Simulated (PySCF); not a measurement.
C2H3O (SMILES [CH]1CO1), doublet, at a GFN2-xTB geometry; MP2/def2-SV(P) (PySCF).

The PySCF input:
```python
from pyscf import gto, scf, mp

mol = gto.Mole()
mol.atom = '''
    C     0.01087352    0.76232142   -0.35451736
    O     0.03604346    0.06301074    0.80368470
    C     0.04678985   -0.68289431   -0.41305190
    H    -0.76746590    1.46394712   -0.59035908
    H    -0.84981573   -1.26718433   -0.59441867
    H     0.98295372   -1.17741137   -0.63928419
'''
mol.basis = 'def2-sv(p)'
mol.spin = 1
mol.verbose = 4
mol.build()

mf = scf.UHF(mol)
mf.kernel()

pt = mp.MP2(mf)
pt.kernel()
print('E(MP2) = %.10f' % pt.e_tot)
mf.analyze()
```

What the program printed (banner, timings and long lists left out):

```
PySCF version 2.14.0

[INPUT] verbose = 4
[INPUT] num. atoms = 6
[INPUT] num. electrons = 23
[INPUT] charge = 0
[INPUT] spin (= nelec alpha-beta = 2S) = 1
[INPUT] symmetry False subgroup None
[INPUT] Mole.unit = angstrom
[INPUT] Symbol           X                Y                Z      unit          X                Y                Z       unit  Magmom
[INPUT]  1 C      0.010873520000   0.762321420000  -0.354517360000 AA    0.020547974810   1.440578702690  -0.669940716804 Bohr   0.0
[INPUT]  2 O      0.036043460000   0.063010740000   0.803684700000 AA    0.068112267982   0.119073041506   1.518743973503 Bohr   0.0
[INPUT]  3 C      0.046789850000  -0.682894310000  -0.413051900000 AA    0.088420001909  -1.290483217924  -0.780554966231 Bohr   0.0
[INPUT]  4 H     -0.767465900000   1.463947120000  -0.590359080000 AA   -1.450300360943   2.766459117646  -1.115616976350 Bohr   0.0
[INPUT]  5 H     -0.849815730000  -1.267184330000  -0.594418670000 AA   -1.605918986047  -2.394631333040  -1.123288489628 Bohr   0.0
[INPUT]  6 H      0.982953720000  -1.177411370000  -0.639284190000 AA    1.857513323922  -2.224985025249  -1.208072034864 Bohr   0.0

nuclear repulsion = 69.4290793647544
number of shells = 24
number of NR pGTOs = 84
number of NR cGTOs = 48
basis = def2-sv(p)
ecp = {}

******** <class 'pyscf.scf.uhf.UHF'> ********
method = UHF
initial guess = minao
damping factor = 0
level_shift factor = 0
DIIS = <class 'pyscf.scf.diis.CDIIS'>
diis_start_cycle = 1
diis_space = 8
diis_damp = 0
SCF conv_tol = 1e-09
SCF conv_tol_grad = None
SCF max_cycles = 50
direct_scf = True
direct_scf_tol = 1e-13
number electrons alpha = 12  beta = 11
Set gradient conv threshold to 3.16228e-05
init E= -152.711856586019

cycle= 1 E= -152.018920428241  delta_E= 0.693  |g|= 0.387  |ddm|= 1.73
cycle= 2 E= -152.077597156936  delta_E= -0.0587  |g|= 0.234  |ddm|= 0.456
cycle= 3 E= -152.09961198778  delta_E= -0.022  |g|= 0.0526  |ddm|= 0.184
cycle= 4 E= -152.101824985385  delta_E= -0.00221  |g|= 0.0179  |ddm|= 0.0698
cycle= 5 E= -152.102284535526  delta_E= -0.00046  |g|= 0.00908  |ddm|= 0.0336
cycle= 6 E= -152.102471922858  delta_E= -0.000187  |g|= 0.00416  |ddm|= 0.0253
cycle= 7 E= -152.102518828334  delta_E= -4.69e-05  |g|= 0.00185  |ddm|= 0.0143
cycle= 8 E= -152.102527207557  delta_E= -8.38e-06  |g|= 0.000804  |ddm|= 0.00639
cycle= 9 E= -152.102528534839  delta_E= -1.33e-06  |g|= 0.000388  |ddm|= 0.00234
cycle= 10 E= -152.102528910168  delta_E= -3.75e-07  |g|= 0.000165  |ddm|= 0.00134
cycle= 11 E= -152.102528977067  delta_E= -6.69e-08  |g|= 6.75e-05  |ddm|= 0.000567
cycle= 12 E= -152.102528987921  delta_E= -1.09e-08  |g|= 3.46e-05  |ddm|= 0.00022
cycle= 13 E= -152.102528990572  delta_E= -2.65e-09  |g|= 1.9e-05  |ddm|= 9.9e-05
cycle= 14 E= -152.102528991301  delta_E= -7.29e-10  |g|= 1e-05  |ddm|= 4.75e-05
Extra cycle  E= -152.102528991427  delta_E= -1.26e-10  |g|= 7.23e-06  |ddm|= 1.43e-05
converged SCF energy = -152.102528991427  <S^2> = 0.75843825  2S+1 = 2.0084205

******** <class 'pyscf.mp.ump2.UMP2'> ********
nocc = (np.int64(12), np.int64(11)), nmo = (48, 48)
E(UMP2) = -152.519167565081  E_corr = -0.416638573654124
E(SCS-UMP2) = -152.508205049616  E_corr = -0.405676058189585
E_corr(same-spin) = -0.108796419456188
E_corr(oppo-spin) = -0.307842154197935
E(MP2) = -152.5191675651
**** SCF Summaries ****
Total Energy =                        -152.102528991426652
Nuclear Repulsion Energy =              69.429079364754401
One-electron Energy =                 -344.118918100818632
Two-electron Energy =                  122.587309744637565
Two-electron Coulomb Energy =          142.226574976419130
DFT Exchange-Correlation Energy =      -19.639265231781565
**** MO energy ****
                             alpha | beta                alpha | beta
MO #1   energy= -20.5857014223831  | -20.5795677158083  occ= 1 | 1
MO #2   energy= -11.3043625874043  | -11.295154080389   occ= 1 | 1
MO #3   energy= -11.2935505825541  | -11.2763667459415  occ= 1 | 1
MO #4   energy= -1.44887542897932  | -1.43197938801639  occ= 1 | 1
MO #5   energy= -0.927392906678998 | -0.911559617151954 occ= 1 | 1
MO #6   energy= -0.861809321258251 | -0.814227218090935 occ= 1 | 1
MO #7   energy= -0.722528314188303 | -0.695244539422726 occ= 1 | 1
MO #8   energy= -0.682461544676883 | -0.648501586601365 occ= 1 | 1
MO #9   energy= -0.581677722002214 | -0.572694669168321 occ= 1 | 1
MO #10  energy= -0.517008656914119 | -0.471810132098824 occ= 1 | 1
MO #11  energy= -0.476790418451755 | -0.460538245258794 occ= 1 | 1
MO #12  energy= -0.384517609194745 | 0.132110595041278  occ= 1 | 0
MO #13  energy= 0.200752836630907  | 0.203490926483001  occ= 0 | 0
MO #14  energy= 0.218865922801475  | 0.228927730387755  occ= 0 | 0
MO #15  energy= 0.254639088964446  | 0.258986521017054  occ= 0 | 0
MO #16  energy= 0.272213560566668  | 0.282719912454213  occ= 0 | 0
MO #17  energy= 0.29645915365708   | 0.31611743742005   occ= 0 | 0
MO #18  energy= 0.472159375378447  | 0.492916831265018  occ= 0 | 0
MO #19  energy= 0.563281239357948  | 0.574697546069701  occ= 0 | 0
MO #20  energy= 0.597280958953954  | 0.643664509266532  occ= 0 | 0

To work with the spin densities directly, `use mulliken_meta_spin()` only printing them here.

 ** Mulliken spin pop alpha/beta on meta-lowdin orthogonal AOs **
 ** Mulliken Spin Density (per AO)  **
spin_pop of  0 C 1s       -0.00000
spin_pop of  0 C 2s        0.15601
spin_pop of  0 C 3s        0.00240
spin_pop of  0 C 2px       0.60828
spin_pop of  0 C 2py       0.14653
spin_pop of  0 C 2pz       0.04810
spin_pop of  0 C 3px       0.00226
spin_pop of  0 C 3py       0.00157
spin_pop of  0 C 3pz       0.00024
spin_pop of  0 C 3dxy     -0.00092
spin_pop of  0 C 3dyz     -0.00029
spin_pop of  0 C 3dz^2     0.00017
spin_pop of  0 C 3dxz     -0.00032
spin_pop of  0 C 3dx2-y2   -0.00050
spin_pop of  1 O 1s       -0.00000
spin_pop of  1 O 2s        0.00544
spin_pop of  1 O 3s        0.00012
spin_pop of  1 O 2px       0.09205
spin_pop of  1 O 2py      -0.00160
spin_pop of  1 O 2pz      -0.01176
spin_pop of  1 O 3px       0.00091
spin_pop of  1 O 3py       0.00019
spin_pop of  1 O 3pz      -0.00004
spin_pop of  1 O 3dxy      0.00003
spin_pop of  1 O 3dyz     -0.00008
spin_pop of  1 O 3dz^2     0.00005
spin_pop of  1 O 3dxz     -0.00035
spin_pop of  1 O 3dx2-y2    0.00000
spin_pop of  2 C 1s        0.00000
spin_pop of  2 C 2s       -0.00860
spin_pop of  2 C 3s        0.00019
spin_pop of  2 C 2px      -0.00491
spin_pop of  2 C 2py      -0.02608
spin_pop of  2 C 2pz      -0.01170
spin_pop of  2 C 3px       0.00014
spin_pop of  2 C 3py       0.00020
spin_pop of  2 C 3pz       0.00027
spin_pop of  2 C 3dxy      0.00007
spin_pop of  2 C 3dyz     -0.00013
spin_pop of  2 C 3dz^2     0.00009
spin_pop of  2 C 3dxz      0.00007
spin_pop of  2 C 3dx2-y2   -0.00006
spin_pop of  3 H 1s       -0.00753
spin_pop of  3 H 2s        0.00057
spin_pop of  4 H 1s        0.00480
spin_pop of  4 H 2s        0.00011
spin_pop of  5 H 1s        0.00383
spin_pop of  5 H 2s        0.00018
 ** Mulliken Spin Density (per atom)  **
spin density of  0 C =      0.96351
spin density of  1 O =      0.08496
spin density of  2 C =     -0.05044
spin density of  3 H =     -0.00696
spin density of  4 H =      0.00491
spin density of  5 H =      0.00402
 ** Mulliken pop alpha/beta on meta-lowdin orthogonal AOs **
 ** Mulliken pop       alpha | beta **
In total            12.00000 | 11.00000
 ** Mulliken atomic charges   ( Nelec_alpha | Nelec_beta ) **
charge of  0C =      0.08257  (     3.44047      2.47696 )
charge of  1O =     -0.41432  (     4.24964      4.16468 )
charge of  2C =      0.05299  (     2.94829      2.99873 )
charge of  3H =      0.09861  (     0.44721      0.45418 )
charge of  4H =      0.08725  (     0.45883      0.45392 )
charge of  5H =      0.09291  (     0.45555      0.45154 )
Dipole moment(X, Y, Z, Debye): -0.59731, -0.44900, -1.93599
```
